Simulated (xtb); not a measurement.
xtb input (GFN1-xTB):

```bash
xtb mol.xyz --gfn 1 --sp --chrg -1 --uhf 0
```
mol.xyz:
```
3

Sb     0.03761511    -0.02343339     0.35166638
F      0.65470262     1.33207423    -0.99347740
F     -0.86785490    -1.19928501    -0.99929873
```

End of the output:

```
         :::::::::::::::::::::::::::::::::::::::::::::::::::::
         ::                     SUMMARY                     ::
         :::::::::::::::::::::::::::::::::::::::::::::::::::::
         :: total energy             -13.013670543951 Eh    ::
         :: gradient norm              0.056443384154 Eh/a0 ::
         :: HOMO-LUMO gap              2.500329076917 eV    ::
         ::.................................................::
         :: SCC energy               -13.014950940585 Eh    ::
         :: -> electrostatic           0.213501065650 Eh    ::
         :: repulsion energy           0.001713739531 Eh    ::
         :: dispersion energy         -0.000433342897 Eh    ::
         :: halogen bond corr.         0.000000000000 Eh    ::
         :: add. restraining           0.000000000000 Eh    ::
         :: total charge              -1.000000000000 e     ::
         :::::::::::::::::::::::::::::::::::::::::::::::::::::

           -------------------------------------------------
          |                Property Printout                |
           -------------------------------------------------

    * Orbital Energies and Occupations

         #    Occupation            Energy/Eh            Energy/eV
      -------------------------------------------------------------
         1        2.0000           -0.5616117             -15.2822
         2        2.0000           -0.5038843             -13.7114
         3        2.0000           -0.4777759             -13.0009
         4        2.0000           -0.2421914              -6.5904
         5        2.0000           -0.2357654              -6.4155
         6        2.0000           -0.2329476              -6.3388
         7        2.0000           -0.2270975              -6.1796
         8        2.0000           -0.2225804              -6.0567
         9        2.0000           -0.2142609              -5.8303
        10        2.0000           -0.0351497              -0.9565 (HOMO)
        11                          0.0567357               1.5439 (LUMO)
        12                          0.0651346               1.7724
        13                          0.1719546               4.6791
        14                          0.1745668               4.7502
        15                          0.2042378               5.5576
        16                          0.2157783               5.8716
        17                          0.3454015               9.3989
      -------------------------------------------------------------
                  HL-Gap            0.0918854 Eh            2.5003 eV
Note: The following floating-point exceptions are signalling: IEEE_DENORMAL
normal termination of xtb
             Fermi-level            0.0107930 Eh            0.2937 eV

  Mulliken/CM5 charges         n(s)   n(p)   n(d)
     1Sb    0.04033  0.09008   1.982  2.673  0.304
     2F    -0.52017 -0.54504   1.876  5.644  0.000
     3F    -0.52017 -0.54504   1.876  5.644  0.000

Wiberg/Mayer (AO) data.
largest (>0.10) Wiberg bond orders for each atom

 ---------------------------------------------------------------------------
     #   Z sym  total        # sym  WBO       # sym  WBO       # sym  WBO
 ---------------------------------------------------------------------------
     1  51 Sb   1.671 --     2 F    0.836     3 F    0.836
     2   9 F    0.853 --     1 Sb   0.836
     3   9 F    0.853 --     1 Sb   0.836
 ---------------------------------------------------------------------------

Topologies differ in total number of bonds
Writing topology from bond orders to xtbtopo.mol

 dipole moment from electron density (au)
     X       Y       Z
   0.2392  -0.1490   2.2364  total (Debye):    5.729

           -------------------------------------------------
          | TOTAL ENERGY              -13.013670543951 Eh   |
          | GRADIENT NORM               0.056443384154 Eh/α |
          | HOMO-LUMO GAP               2.500329076917 eV   |
           -------------------------------------------------

------------------------------------------------------------------------
------------------------------------------------------------------------
 total:
 SCF:
```
